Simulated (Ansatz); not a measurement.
Reaction (atomization): `O=C(O)[SeH]` → C• + 2 H• + 2 O• + Se•

Computed with Ansatz on PBE0-D4/def2-TZVP structures; ΔE is electronic, products minus reactants. CBS: MP2 limit from def2 TZ/QZ plus the TZ coupled-cluster correction, frozen cores. This one scheme is used for every species, atoms too. DFT in def2-TZVPP. Open shells (•) are unrestricted, without spin–orbit coupling. Spin–orbit coupling would lower the free atoms: a little for C, O; clearly for Se. Bonds to Se are less sure, by a few kJ/mol each and by 10 to 20 or more in all where they break to atoms, as the def2 sets lack core-valence functions. Scalar relativity is left out up to krypton. One conformer a species, not always the lowest.

`O=C(O)[SeH]`:

Z-matrix (Å, degrees):
```
C
O 1 1.339
Se 1 1.921 2 108.4
O 1 1.192 2 125.1 3 180.0
H 2 0.969 1 106.8 3 -180.0
H 3 1.466 1 91.4 2 -180.0
```

CCSD(T)/CBS gives +2286.2 kJ/mol.

Another level gave +2145.1 kJ/mol. Which?
A. ωB97X-V/def2-TZVPP
B. revPBE-D4/def2-TZVPP
C. PBE/def2-TZVPP
D. CCSD/def2-TZVPP

D. CCSD/def2-TZVPP 2145.1, PBE 2392.7, ωB97X-V 2288.5, revPBE-D4 2316.1 kJ/mol.

Largest T1 diagnostic among the species: 0.014.

Leaving LDA and LC-ωPBE aside and taking each functional with its dispersion term where it has one, the values, not all of them listed here, spread over 274.7 kJ/mol, from BHLYP-D4 to PBE-D4. LDA lies +388.0 kJ/mol from PBE without D4, its usual overbinding. In def2-TZVPP, CCSD(T) changes the Hartree–Fock value by +782.3 kJ/mol (the triples alone add +63.5 kJ/mol) and MP2 by +874.5 kJ/mol; breaking electron pairs costs correlation energy, which Hartree–Fock lacks. From PBE to PBE0 (25 % exact exchange), in def2-TZVPP and without D4, ΔE moves by −110.1 kJ/mol: exact exchange takes away binding that semilocal exchange gives to molecules.

For atomizations the MP2-based limit and the directly extrapolated one differ by several kJ/mol either way, and by 10 to 25 for some Ge, Se and Sn compounds, so smaller differences from it don't rank the levels.
